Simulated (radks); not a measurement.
Rb23+, configuration [Ne] 3s2 3p2. All-electron calculation, scalar-relativistic Kohn-Sham, PBE, spin-polarised, spherical densities, finite nucleus; open shells are filled with parallel spins first (spin-orbit coupling, left out, can overturn this in heavy ions); Fermi nuclear charge, rms radius 4.2036 fm. Program: a radial shooting solver on a logarithmic mesh with Libxc functionals. Some entries of the table are withheld. Estimate them.

orbital  occ.  eigenvalue (eV)  <r^2> (bohr^2)  <r> (bohr)
1s up       1        -16075.53        0.002187     0.04029
1s down     1        -16072.74        0.002186     0.04028
2s up       1        -3011.537             (1)      0.1756
2s down     1        -3009.254             (2)      0.1755
2p up       3        -2792.879         0.02843      0.1528
2p down     3        -2789.686         0.02841      0.1527
3s up       1        -1119.724             (3)      0.4384
3s down     1        -1108.162             (4)      0.4394
3p up       2        -1049.691          0.2102      0.4273
3p down     0        -1038.240          0.2112      0.4282

Answer. 
(1) 2s up <r^2> (bohr^2): 0.03625
(2) 2s down <r^2> (bohr^2): 0.03619
(3) 3s up <r^2> (bohr^2): 0.2183
(4) 3s down <r^2> (bohr^2): 0.2194
